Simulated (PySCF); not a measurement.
Input for PySCF: R-B3LYP/6-31G* on CH3FGe (SMILES [CH3][Ge][F]), a point of a torsion scan.

```python
from pyscf import gto, scf, dft, mp
from pyscf.data.elements import chemcore

mol = gto.M(
    atom='''
    C    -0.59348335   -0.01125884    0.01144963
    Ge    1.21522137   -0.93833495   -0.14986052
    F     1.62128968   -0.78228134    1.62087526
    H    -0.79163962    0.29352003    1.03736910
    H    -1.39565670   -0.67565628   -0.31415808
    H    -0.62948324    0.87349094   -0.62639517
    ''',
    basis='6-31g*',
    cart=True,
    charge=0, spin=0, verbose=3, max_memory=1800)
mf = dft.RKS(mol, xc='b3lyp')
mf.conv_tol = 1e-8
mf.max_cycle = 100
mf.kernel()
if not mf.converged:
    mf = mf.newton().run(mf.mo_coeff, mf.mo_occ)
```

The log:

```
converged SCF energy = -2216.53883298963
```

The calculation finished and met its thresholds.

Cost: about 5 core-seconds (a rough figure).
